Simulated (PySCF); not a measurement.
Compound: C₆H₉ClO.
SMILES with atom numbers: `[CH3:1][C@@H:2]1[CH2:3][C@:4]1([CH3:5])[C:6](=[O:7])[Cl:8]` (hydrogens: H9, H10, H11 on C1; H12 on C2; H13, H14 on C3; H15, H16, H17 on C5)

Geometry (GFN2-xTB, Å), atoms numbered from 1 in this order:
```
atom  x, y, z in Å
C1    -1.5858   -0.1281   -1.3281
C2    -0.8468   -0.5119   -0.0754
C3    -0.7648    0.4085    1.0873
C4     0.5055    0.1028    0.3084
C5     1.5288   -0.8206    0.9280
C6     0.9836    1.1997   -0.5363
O7     0.3668    2.1327   -0.9451
Cl8    2.6976    1.0619   -0.9852
H9    -1.4918    0.9349   -1.5303
H10   -1.2017   -0.6818   -2.1831
H11   -2.6421   -0.3649   -1.2128
H12   -0.9023   -1.5724    0.1460
H13   -1.1750    1.4000    0.9686
H14   -0.8312    0.0143    2.0895
H15    1.0370   -1.5161    1.6037
H16    2.2668   -0.2547    1.4929
H17    2.0485   -1.3922    0.1620
```

Level of theory: TDDFT B3LYP/def2-SVPD, vertical, gas phase, core orbitals frozen in the response in PySCF.

Transition dipole moments from the ground state, in atomic units and in the frame of the coordinates above (overall signs are arbitrary), for the states with f of 0.002 or more among the lowest 8:

```tsv
state	E (eV)	μx	μy	μz
S2	6.062	-0.211	-0.190	0.002
S3	6.276	0.772	0.555	-0.385
S4	6.512	0.107	-0.014	-0.175
S5	6.639	-0.164	0.075	-0.017
S6	7.477	0.230	0.038	-0.001
S7	7.560	-0.457	0.283	0.123
S8	7.615	-0.357	-0.004	-0.034
```

Question: Work out the oscillator strengths.

Answer: f = (2/3) ΔE |μ|² with ΔE in hartree (27.2114 eV).

```tsv
state	|μ|² (au)	|μ| (D)	f
S2	0.081	0.72	0.012
S3	1.052	2.61	0.162
S4	0.042	0.52	0.007
S5	0.033	0.46	0.005
S6	0.054	0.59	0.010
S7	0.304	1.40	0.056
S8	0.128	0.91	0.024
```

Question: Which bond between heavy atoms lies closest to the direction of the S3 transition dipole?

Answer: C4–C6, at 30° from it; next C2–C4 and C6–Cl8 at 38°.

Question: What angle do the transition dipoles of S2 and S7 make?

Answer: |cos θ| = |μa·μb| / (|μa| |μb|) = 0.27, so θ ≈ 74° (taken between 0 and 90°, since the signs are arbitrary).

Question: How is the summed strength of these states shared among x, y and z?

Answer: (2/3) Σ ΔE μα² gives 0.177 for x, 0.069 for y and 0.031 for z, 0.276 in all.

Question: What peak molar absorption coefficient would the strongest computed level give as a lone Gaussian band 0.3 eV wide at half height?

Answer: ε(max) = 2.175×10⁸ f / FWHM, with the width in cm⁻¹. S3: 2.175×10⁸ × 0.1618 / 2420 ≈ 15000 L mol⁻¹ cm⁻¹.

One conformer stands for the species.
